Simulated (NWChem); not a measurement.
System: SiHOClF2; SMILES O[Si](F)(F)Cl

Parts of the log:

```
             Northwest Computational Chemistry Package (NWChem) 7.3.0
             --------------------------------------------------------

                             Geometry "geometry" -> ""
                             -------------------------

 Output coordinates in angstroms (scale by  1.889725989 to convert to a.u.)

  No.       Tag          Charge          X              Y              Z
 ---- ---------------- ---------- -------------- -------------- --------------
    1 O                    8.0000     1.32771100    -1.02965900     0.66746900
    2 Si                  14.0000     0.00132200    -0.36955600     0.00462600
    3 F                    9.0000    -1.33239600    -0.82591200     0.76309200
    4 F                    9.0000    -0.09263200    -0.90416400    -1.49464300
    5 Cl                  17.0000     0.04176000     1.65996500     0.00896400
    6 H                    1.0000     1.64947300    -0.70143300     1.51168300

 Effective nuclear repulsion energy (a.u.)     319.3668524445

                              NWChem Property Module
                              ----------------------

  itol2e modified to match energy
  convergence criterion.

                                 NWChem DFT Module
                                 -----------------

 Summary of "ao basis" -> "ao basis" (spherical)
 ------------------------------------------------------------------------------
       Tag                 Description            Shells   Functions and Types
 ---------------- ------------------------------  ------  ---------------------
 O                          pcsseg-1                 7       17   3s3p1d
 Si                         pcsseg-1                10       24   4s5p1d
 F                          pcsseg-1                 7       17   3s3p1d
 Cl                         pcsseg-1                10       24   4s5p1d
 H                          pcsseg-1                 3        5   2s1p

  itol2e modified to match energy
  convergence criterion.

            General Information
            -------------------
          SCF calculation type: DFT
          Wavefunction type:  closed shell.
          No. of atoms     :     6
          No. of electrons :    58
           Alpha electrons :    29
            Beta electrons :    29
          Charge           :     0
          Spin multiplicity:     1
          Use of symmetry is: off; symmetry adaption is: off
          Maximum number of iterations: 150
          AO basis - number of functions:   104
                     number of shells:    44
          Convergence on energy requested:  1.00D-07
          Convergence on density requested:  1.00D-05
          Convergence on gradient requested:  5.00D-04

              XC Information
              --------------
                        BHLYP Method XC Functional
                     Hartree-Fock (Exact) Exchange  0.500
                        Slater Exchange Functional  0.500 local
                    Becke 1988 Exchange Functional  0.500 non-local
              Lee-Yang-Parr Correlation Functional  1.000

             Grid Information
             ----------------
          Grid used for XC integration:  fine
          Radial quadrature: Mura-Knowles
          Angular quadrature: Lebedev.
          Tag              B.-S. Rad. Rad. Pts. Rad. Cut. Ang. Pts.
          ---              ---------- --------- --------- ---------
          O                   0.60       70           9.0       590
          Si                  1.10      123           9.0       770
          F                   0.50       70          10.0       590
          Cl                  1.00      123          10.0       770
          H                   0.35       60          10.0       590
          Grid pruning is: on
          Number of quadrature shells:   516
          Spatial weights used:  Erf1

      Superposition of Atomic Density Guess
      -------------------------------------

 Sum of atomic energies:       -1022.23053608

      Non-variational initial energy
      ------------------------------

 Total energy =   -1023.342930
 1-e energy   =   -2053.205927
 2-e energy   =     710.496144
 HOMO         =      -0.461366
 LUMO         =       0.026581

[...]

          -----------------------------------------
          Chemical Shielding Tensors (GIAO, in ppm)
          -----------------------------------------

                                NWChem CPHF Module
                                ------------------

  scftype          =     RHF
  nclosed          =       29
  nopen            =        0
  variables        =     2175
  # of vectors     =        3
  tolerance        = 0.10D-03
  level shift      = 0.00D+00
  max iterations   =       50
  max subspace     =       30

 SCF residual:    6.1995175369828135E-005

Iterative solution of linear equations
  No. of variables     2175
  No. of equations        3
  Maximum subspace       30
        Iterations       50
       Convergence  1.0D-04

   iter   nsub   residual    time
   ----  ------  --------  ---------
     1      3    3.32D-01      55.5
     2      6    2.07D-02      64.8
     3      9    3.43D-03      74.0
     4     12    2.60D-04      83.1
     5     15    3.56D-05      92.4

      Atom:    1  O
        Diamagnetic
    395.2927     -8.8668     15.4770
     -8.8668    381.2685      0.2079
     15.4770      0.2079    391.9811

        Paramagnetic
   -109.1209    -13.7319      5.5698
    -13.7319    -97.5502    -21.0772
      5.5698    -21.0772   -128.5688

        Total Shielding Tensor
    286.1718    -22.5987     21.0468
    -22.5987    283.7183    -20.8693
     21.0468    -20.8693    263.4123

           isotropic =     277.7675
          anisotropy =      67.0255

          Principal Components and Axis System
                 1           2           3
              322.4511    262.3381    248.5131

      1         0.6454      0.7046     -0.2951
      2        -0.6183      0.7087      0.3399
      3         0.4486     -0.0370      0.8930

      Atom:    2  Si
        Diamagnetic
    877.1248      0.0816     -0.1943
      0.0816    880.1816      0.4186
     -0.1943      0.4186    877.4991

        Paramagnetic
   -452.9757    -11.2129     12.9507
    -11.2129   -442.8155     -8.9836
     12.9507     -8.9836   -454.8621

        Total Shielding Tensor
    424.1491    -11.1313     12.7565
    -11.1313    437.3661     -8.5650
     12.7565     -8.5650    422.6369

           isotropic =     428.0507
          anisotropy =      34.0973

          Principal Components and Axis System
                 1           2           3
              450.7823    422.8578    410.5121

      1        -0.5201      0.4713     -0.7123
      2         0.7224      0.6876     -0.0726
      3        -0.4556      0.5523      0.6981

      Atom:    3  F
        Diamagnetic
    481.7184      8.0919    -12.0955
      8.0919    464.0546     -4.5129
    -12.0955     -4.5129    466.9059

        Paramagnetic
   -127.4996     36.0713    -31.3920
     36.0713   -165.7564    -14.1476
    -31.3920    -14.1476   -171.9464

        Total Shielding Tensor
    354.2188     44.1632    -43.4876
     44.1632    298.2981    -18.6605
    -43.4876    -18.6605    294.9595

           isotropic =     315.8255
          anisotropy =     125.8608

          Principal Components and Axis System
                 1           2           3
              399.7326    278.0890    269.6548

      1         0.8060     -0.0842      0.5859
      2         0.4264      0.7691     -0.4761
      3        -0.4105      0.6336      0.6558

      Atom:    4  F
        Diamagnetic
    459.2197      0.6717      1.7035
      0.6717    464.1987     10.7431
      1.7035     10.7431    487.3838

        Paramagnetic
   -167.8409      4.2196     -0.1458
      4.2196   -146.5490     38.8227
     -0.1458     38.8227   -102.2220

        Total Shielding Tensor
    291.3788      4.8913      1.5577
      4.8913    317.6497     49.5659
      1.5577     49.5659    385.1618

           isotropic =     331.3968
          anisotropy =     120.1343

          Principal Components and Axis System
                 1           2           3
              411.4863    294.9470    287.7570

      1         0.0305      0.6984      0.7151
      2         0.4681      0.6221     -0.6276
      3         0.8832     -0.3539      0.3079

      Atom:    5  Cl
        Diamagnetic
   1145.4565      0.1258      0.1402
      0.1258   1155.1529     -0.0666
      0.1402     -0.0666   1145.4570

        Paramagnetic
   -292.0568     -2.8480     -2.6088
     -2.8480    -73.4328     -3.9037
     -2.6088     -3.9037   -291.9368

        Total Shielding Tensor
    853.3997     -2.7222     -2.4686
     -2.7222   1081.7202     -3.9703
     -2.4686     -3.9703    853.5202

           isotropic =     929.5467
          anisotropy =     228.4109

          Principal Components and Axis System
                 1           2           3
             1081.8207    855.9254    850.8940

      1        -0.0117     -0.7012      0.7129
      2         0.9998      0.0041      0.0205
      3        -0.0173      0.7129      0.7010

      Atom:    6  H
        Diamagnetic
     27.2139      0.0931     11.1263
      0.0931     22.9690      4.1395
     11.1263      4.1395     38.5403

        Paramagnetic
     -0.1266      0.4064     -2.1037
      0.4064     -0.0362     -1.2705
     -2.1037     -1.2705     -2.4649

        Total Shielding Tensor
     27.0873      0.4995      9.0227
      0.4995     22.9328      2.8690
      9.0227      2.8690     36.0754

           isotropic =      28.6985
          anisotropy =      20.0190

          Principal Components and Axis System
                 1           2           3
               42.0445     23.2217     20.8293

      1         0.5148     -0.5150      0.6853
      2         0.1404      0.8393      0.5252
      3         0.8457      0.1742     -0.5044
```

Level: BHandHLYP/pcSseg-1, GIAO. Geometry: optimised at PBE0/def2-SVP. The printed shielding anisotropy is the first printed principal value minus the mean of the other two.

Problem. Which NWChem input produces such a log?

Solution. Several could match; the one computed here: the input that was run:
```
start job
memory heap 200 mb stack 900 mb global 1100 mb
geometry units angstroms noautosym nocenter noautoz
  O      1.327711    -1.029659     0.667469
  Si     0.001322    -0.369556     0.004626
  F     -1.332396    -0.825912     0.763092
  F     -0.092632    -0.904164    -1.494643
  Cl     0.041760     1.659965     0.008964
  H      1.649473    -0.701433     1.511683
end
basis spherical
  * library pcsseg-1
end
dft
  xc bhlyp
  iterations 150
end
property
  shielding
end
task dft property
```
